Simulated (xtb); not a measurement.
Input for xtb: GFN2-xTB on H4Si2 (SMILES [SiH][SiH3]), a point of a torsion scan.

```
$ xtb mol.xyz --gfn 2 --sp --chrg 0 --uhf 0
6

Si     1.52764111    -0.89699195    -0.11597328
Si    -0.54828979     0.04016682     0.07754914
H      2.43429487     0.29612335    -0.06165917
H     -0.94783057     0.56837610    -1.24020412
H     -0.95137146     1.10633280     1.00986015
H     -1.49053506    -1.05606155     0.36702085
```

It printed:

```
[...]
           -------------------------------------------------
          |                Calculation Setup                |
           -------------------------------------------------



           -------------------------------------------------
          |                 G F N 2 - x T B                 |
           -------------------------------------------------

        Reference                      10.1021/acs.jctc.8b01176
      * Hamiltonian:
        H0-scaling (s, p, d)           1.850000    2.230000    2.230000
        zeta-weighting                 0.500000
      * Dispersion:
        s8                             2.700000
        a1                             0.520000
        a2                             5.000000
        s9                             5.000000
      * Repulsion:
        kExp                           1.500000    1.000000
        rExp                           1.000000
      * Coulomb:
        alpha                          2.000000
        third order                    shell-resolved
        anisotropic                    true
        a3                             3.000000
        a5                             4.000000
        cn-shift                       1.200000
        cn-exp                         4.000000
        max-rad                        5.000000


          ...................................................
          :                      SETUP                      :
          :.................................................:
          :  # basis functions                  24          :
          :  # atomic orbitals                  22          :
          :  # shells                           10          :
          :  # electrons                        12          :
          :  max. iterations                   250          :
          :  Hamiltonian                  GFN2-xTB          :
          :  restarted?                      false          :
          :  GBSA solvation                  false          :
          :  PC potential                    false          :
          :  electronic temp.          300.0000000     K    :
          :  accuracy                    1.0000000          :
          :  -> integral cutoff          0.2500000E+02      :
          :  -> integral neglect         0.1000000E-07      :
          :  -> SCF convergence          0.1000000E-05 Eh   :
          :  -> wf. convergence          0.1000000E-03 e    :
          :  Broyden damping             0.4000000          :
          :  net charge                          0          :
          :  unpaired electrons                  0          :
          ...................................................

 iter      E             dE          RMSdq      gap      omega  full diag
   1     -5.4151407 -0.541514E+01  0.143E+01    1.10       0.0  T
   2     -5.4556083 -0.404676E-01  0.912E+00    1.44       1.0  T
   3     -5.4417773  0.138310E-01  0.592E+00    1.30       1.0  T
   4     -5.4619614 -0.201840E-01  0.180E+00    1.57       1.0  T
   5     -5.4642081 -0.224672E-02  0.361E-01    1.69       1.0  T
   6     -5.4642213 -0.132055E-04  0.178E-01    1.68       1.0  T
   7     -5.4642317 -0.104228E-04  0.599E-02    1.69       1.0  T
   8     -5.4642310  0.662100E-06  0.371E-02    1.69       1.1  T
   9     -5.4642321 -0.109193E-05  0.710E-03    1.68       5.7  T
  10     -5.4642321  0.291934E-08  0.468E-03    1.68       8.7  T
  11     -5.4642321 -0.901875E-08  0.135E-03    1.68      30.1  T
  12     -5.4642321 -0.228059E-08  0.338E-04    1.68     121.0  T
  13     -5.4642321 -0.318456E-10  0.800E-05    1.68     510.0  T

   *** convergence criteria satisfied after 13 iterations ***

         #    Occupation            Energy/Eh            Energy/eV
      -------------------------------------------------------------
         1        2.0000           -0.7156572             -19.4740
         2        2.0000           -0.5871768             -15.9779
         3        2.0000           -0.4084538             -11.1146
         4        2.0000           -0.4068266             -11.0703
         5        2.0000           -0.3775769             -10.2744
         6        2.0000           -0.3203016              -8.7159 (HOMO)
         7                         -0.2584239              -7.0321 (LUMO)
         8                         -0.1963280              -5.3424
         9                         -0.1580669              -4.3012
        10                         -0.1473493              -4.0096
        11                         -0.1456878              -3.9644
       ...                                ...                  ...
        22                          0.9117419              24.8098
      -------------------------------------------------------------
                  HL-Gap            0.0618777 Eh            1.6838 eV
             Fermi-level           -0.2893628 Eh           -7.8740 eV

 SCC (total)                   0 d,  0 h,  0 min,  0.003 sec
 SCC setup                      ...        0 min,  0.000 sec (  1.821%)
 Dispersion                     ...        0 min,  0.000 sec (  0.599%)
 classical contributions        ...        0 min,  0.000 sec (  0.309%)
 integral evaluation            ...        0 min,  0.000 sec ( 14.845%)
 iterations                     ...        0 min,  0.002 sec ( 56.059%)
 molecular gradient             ...        0 min,  0.001 sec ( 24.259%)
 printout                       ...        0 min,  0.000 sec (  1.845%)

         :::::::::::::::::::::::::::::::::::::::::::::::::::::
         ::                     SUMMARY                     ::
         :::::::::::::::::::::::::::::::::::::::::::::::::::::
         :: total energy              -5.423237105417 Eh    ::
         :: gradient norm              0.001985711348 Eh/a0 ::
         :: HOMO-LUMO gap              1.683778358900 eV    ::
         ::.................................................::
         :: SCC energy                -5.464231684097 Eh    ::
         :: -> isotropic ES            0.008534995195 Eh    ::
         :: -> anisotropic ES         -0.001974792334 Eh    ::
         :: -> anisotropic XC         -0.009388285153 Eh    ::
         :: -> dispersion             -0.003569088025 Eh    ::
         :: repulsion energy           0.040994578680 Eh    ::
         :: add. restraining           0.000000000000 Eh    ::
         :: total charge              -0.000000000000 e     ::
         :::::::::::::::::::::::::::::::::::::::::::::::::::::

           -------------------------------------------------
          |                Property Printout                |
           -------------------------------------------------

    * Orbital Energies and Occupations

         #    Occupation            Energy/Eh            Energy/eV
      -------------------------------------------------------------
         1        2.0000           -0.7156572             -19.4740
         2        2.0000           -0.5871768             -15.9779
         3        2.0000           -0.4084538             -11.1146
         4        2.0000           -0.4068266             -11.0703
         5        2.0000           -0.3775769             -10.2744
         6        2.0000           -0.3203016              -8.7159 (HOMO)
         7                         -0.2584239              -7.0321 (LUMO)
         8                         -0.1963280              -5.3424
         9                         -0.1580669              -4.3012
        10                         -0.1473493              -4.0096
        11                         -0.1456878              -3.9644
        12                         -0.0896586              -2.4397
        13                         -0.0799415              -2.1753
        14                         -0.0651786              -1.7736
Note: The following floating-point exceptions are signalling: IEEE_UNDERFLOW_FLAG IEEE_DENORMAL
normal termination of xtb
        15                         -0.0497462              -1.3537
        16                          0.0061000               0.1660
        17                          0.0291274               0.7926
       ...                                ...                  ...
        22                          0.9117419              24.8098
      -------------------------------------------------------------
                  HL-Gap            0.0618777 Eh            1.6838 eV
             Fermi-level           -0.2893628 Eh           -7.8740 eV

     #   Z          covCN         q      C6AA      α(0)
     1  14 Si       1.857     0.262   190.728    29.349
     2  14 Si       3.696     0.329   101.499    19.296
     3   1 H        0.906    -0.131     6.794     4.078
     4   1 H        0.915    -0.165     8.514     4.564
     5   1 H        0.916    -0.121     6.374     3.949
     6   1 H        0.915    -0.174     9.011     4.695

 Mol. C6AA /au·bohr⁶  :       1202.585588
 Mol. C8AA /au·bohr⁸  :      57231.220311
 Mol. α(0) /au        :         65.930716


Wiberg/Mayer (AO) data.
largest (>0.10) Wiberg bond orders for each atom

 ---------------------------------------------------------------------------
     #   Z sym  total        # sym  WBO       # sym  WBO       # sym  WBO
 ---------------------------------------------------------------------------
     1  14 Si   2.200 --     2 Si   1.151     3 H    0.943
     2  14 Si   3.854 --     1 Si   1.151     4 H    0.889     6 H    0.888
                             5 H    0.888
     3   1 H    0.983 --     1 Si   0.943
     4   1 H    0.973 --     2 Si   0.889
     5   1 H    0.985 --     2 Si   0.888
     6   1 H    0.970 --     2 Si   0.888
 ---------------------------------------------------------------------------

Topologies differ in total number of bonds
Writing topology from bond orders to xtbtopo.mol

molecular dipole:
                 x           y           z       tot (Debye)
 q only:        0.814      -0.576       0.041
   full:        0.449      -0.053       0.082       1.168
molecular quadrupole (traceless):
                xx          xy          yy          xz          yz          zz
 q only:       -1.481      -2.767       1.277      -0.125       0.422       0.204
  q+dip:       -1.926       0.091       0.952       0.069       0.222       0.973
   full:       -2.826       1.670      -1.498       0.829      -0.695       4.324


           -------------------------------------------------
          | TOTAL ENERGY               -5.423237105417 Eh   |
          | GRADIENT NORM               0.001985711348 Eh/α |
          | HOMO-LUMO GAP               1.683778358900 eV   |
           -------------------------------------------------

------------------------------------------------------------------------
------------------------------------------------------------------------
 total:
 SCF:
```

The run finished.

Cost: roughly 0.03 core-seconds.
